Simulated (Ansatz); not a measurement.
A search over several starts for the lowest SCF solution of the cluster B3P2 at the given spin, in a small basis.

```yaml
crystal:
  periodic: [false, false, false]
  atoms:
    - {symbol: B, position_ang: [0.667339, 0.989388, -0.013893]}
    - {symbol: B, position_ang: [0.102308, -0.651825, -0.028351]}
    - {symbol: B, position_ang: [-0.937681, 0.733023, 0.088719]}
    - {symbol: P, position_ang: [1.949370, -0.237348, -0.142390]}
    - {symbol: P, position_ang: [-1.781337, -0.833237, 0.095915]}
basis:
  gaussian: {orbitals: def2-SVP, initial_orbitals: start.molden}
magnetization: {spin_polarized: true, initial_magnetization: 1}
hamiltonian: {xc: pbe, dispersion: d4}
output: {orbitals: {seedname: orbitals}}
```

The file start.molden holds the orbitals of an earlier run on this structure, at another level or in another basis.

```sh
$ ansatz run in.yaml --threads 4 --pin off --events-out ev --progress --plain --max-ram 4787MiB
```

Shortened log:

```
Functional definition: PBE
876 factors; their error is unknown
mean field evaluation 1: about -20532.5853 eV, gradient 5.7e1 eV
mean field evaluation 2: about -20549.9806 eV, gradient 2.8e1 eV
mean field evaluation 4: about -20575.9059 eV, gradient 1.4e1 eV
mean field evaluation 8: about -20584.8027 eV, gradient 1.8e-1 eV
mean field evaluation 16: about -20584.3262 eV, gradient 7.6e0 eV
mean field evaluation 32: about -20584.7797 eV, gradient 1.5e-5 eV
mean field -20584.77973265 eV, -756.4767023101 hartree, gradient 2.7e-5 eV, S^2 0.760634; 6 other end points of the search recorded, 0 dependent functions left out
reference -20584.77976088 eV, -756.4767033473 hartree; 23, 22 occupied and 55, 56 virtual orbitals, 876 factors
Total energy: -20584.97345037 eV, -756.4838213049 hartree
```

It took 2.3 s on 4 threads of Arm Neoverse V1 on a shared host.

The structure comes from a short search, and lower isomers may exist.
